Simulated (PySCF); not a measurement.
GeF2, SMILES [F][Ge][F] (connectivity only; charge and spin as stated), neutral, multiplicity 1. Atoms are numbered in the order given.

```xyz
3

Ge     0.0000     0.0000     0.4177
F      0.0000    -1.3212    -0.7425
F      0.0000     1.3212    -0.7425
```

Geometry: B3LYP-D3(BJ)/def2-TZVP. The isomer is the one that the SMILES or the coordinates give; other isomers of the formula were not compared.

These are B3LYP-D3(BJ)/def2-TZVP (PySCF) values and carry that method's errors.

Frequencies are harmonic and unscaled.

Q: Give all harmonic wavenumbers and intensities. (The exact figures need the calculation; the answer reports its results.)

A: 
```
mode  ν (cm⁻¹)  IR (km/mol)  moving atoms (share of kinetic energy)
----  --------  -----------  --------------------------------------
1          253         12.0                         F 85 %, Ge 15 %
2          649        137.7                         F 77 %, Ge 23 %
3          675         97.3                         F 80 %, Ge 20 %
```
